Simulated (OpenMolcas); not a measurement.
Ti III: CASPT2 settings compared

```json
{
  "Program": "OpenMolcas",
  "Basis": "ANO-RCC-VDZP [5s4p2d1f]",
  "Scalar Hamiltonian": "DKH2, point nucleus",
  "Active space": "2 electrons in 10 orbitals (3d 4d)",
  "State averaging": "2S+1 = 3 even, 10 roots; 2S+1 = 1 even, 15 roots",
  "Spin-orbit coupling": "state interaction with AMFI integrals over the reference wave functions, term energies averaged over their components"
}
```

Methods on the same reference wave functions:
A. CASSCF
B. SS-CASPT2, IPEA 0.6 Eh, sigma2 regulariser 0.5 Eh (closed shells correlated: 3s 3p)
C. SS-CASPT2, IPEA 0.35 Eh, imaginary shift 0.4 Eh (closed shells correlated: 3s 3p)
D. SS-CASPT2, IPEA 0.35 Eh, imaginary shift 0.3 Eh (closed shells correlated: 3s 3p)

Energies in cm-1 above 3d2 3F2, the measured ground level; measured values from Corliss and Sugar, J. Phys. Chem. Ref. Data 8, 1 (1979).

| Level | A | B | C | D | Measured |
| --- | --- | --- | --- | --- | --- |
| 3d2 3F2 | 0.0 | 0.0 | 0.0 | 0.0 | 0.0 |
| 3d2 3F3 | 197 | 198 | 198 | 198 | 185 |
| 3d2 3F4 | 454 | 454 | 454 | 455 | 420 |
| 3d2 1D2 | 10845 | 8640 | 8590 | 8570 | 8474 |
| 3d2 3P0 | 13002 | 10990 | 10830 | 10830 | 10538 |
| 3d2 3P1 | 13067 | 11060 | 10890 | 10890 | 10604 |
| 3d2 3P2 | 13205 | 11200 | 11030 | 11030 | 10721 |
| 3d2 1G4 | 16706 | 15170 | 15130 | 15130 | 14398 |
| 3d2 1S0 | 39040 | 33760 | 33700 | 33570 | 32476 |

Deviations, from unrounded energies. A percentage is the sum of absolute deviations over the sum of measured energies, with the sign that they share, or ± where signs differ.

| Against measurement | Levels | A | B | C | D |
| --- | --- | --- | --- | --- | --- |
| mean absolute deviation (cm-1) | 8 | 2300 | 460 | 380 | 360 |
| fine structure of the ground term (%) | 2 | +7.5 | +7.8 | +7.8 | +7.8 |
| other terms of the ground configuration (%) | 6 | +21.4 | +4.1 | +3.4 | +3.2 |

C, D lie about equally close to measurement and A furthest from it. The largest miss of D in the table is 3d2 1S0, by +1100 cm-1. The ranking rests on the paired levels alone, and a cruder setting can come out closer through cancelling errors.

Among B to D the level of the table that moves most is 3d2 1S0, by 200 cm-1 (lowest in D, highest in B). Moves below CASPT2's spread within the term are not significant.

The mean deviations of B to D differ by less than CASPT2's widest spread within a term (560 cm-1), so their order carries little weight.

From A to B the spin-free energies of the other terms of 3d2 shown, above 3F, scale by factors of 0.79 to 0.91, as is usual when dynamic correlation screens the repulsion within a d or f shell.

The lowest spin-free term lies below A's lowest term by 0.222 hartree in B, 0.225 hartree in C, 0.225 hartree in D.

CASPT2 does not keep the components of a term degenerate, so their means are used; among the terms shown or strongly mixed into the levels shown the widest spread is 560 cm-1 (3d2 3F, D). Active for correlation alone: 4d; no level in the range computed is led by a configuration that fills it, so any true level of that kind is missing. Without dynamic correlation excited terms often stand tens of per cent too high (terms of higher spin than the ground term too low), and those without a measured partner can miss by more than the paired ones (holds for A). Computed and measured levels are paired by configuration, term and J; levels that our copy of the source lacks, or whose pairing is in doubt (as where it misses far off the trend of its configuration), stay unpaired and out of the deviations. Levels of configurations outside the active space are missing.
